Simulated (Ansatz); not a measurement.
`OC[SiH]1CO1`. Total charge 0; spin multiplicity 1. The structure was optimised at the PBE0-D4/def2-TZVP level. It is one conformer, not always the lowest.

```xyz
11

O     0.246   -1.915    1.202
C    -0.403   -0.647    1.201
Si    0.519    0.557    0.093
C    -0.022    0.906   -1.596
O    -0.297    1.871   -0.514
H     0.154   -2.306    0.329
H    -1.458   -0.717    0.907
H    -0.390   -0.296    2.237
H     1.925    0.768    0.505
H    -0.930    0.476   -2.015
H     0.656    1.302   -2.349
```

(1) What is the dipole moment at PBE/def2-TZVPP? (An estimate is asked.)

(2) And with r2SCAN, B3LYP, ωB97M-V? (An estimate is asked.)

(3) Give the Mulliken charges with PBE, r2SCAN, B3LYP in def2-TZVPP. (Estimate.)

Answers

(1) Computed: 1.57 D, with components (-0.24, -1.40, -0.68) D in this frame, pointing from negative to positive charge.

(2) Computed: r2SCAN 1.60 D, B3LYP 1.62 D, ωB97M-V 1.62 D.

(3) Computed: 
```
atom    PBE  r2SCAN  B3LYP
  O1  -0.30   -0.35  -0.34
  C2  -0.10   -0.03  -0.09
 Si3   0.35    0.47   0.45
  C4  -0.11   -0.08  -0.13
  O5  -0.34   -0.41  -0.41
  H6   0.19    0.20   0.19
  H7   0.10    0.07   0.10
  H8   0.10    0.06   0.10
  H9  -0.07   -0.08  -0.07
 H10   0.09    0.07   0.10
 H11   0.09    0.07   0.10
```

B3LYP here is the variant with VWN-RPA as its local correlation; programs differ in this.
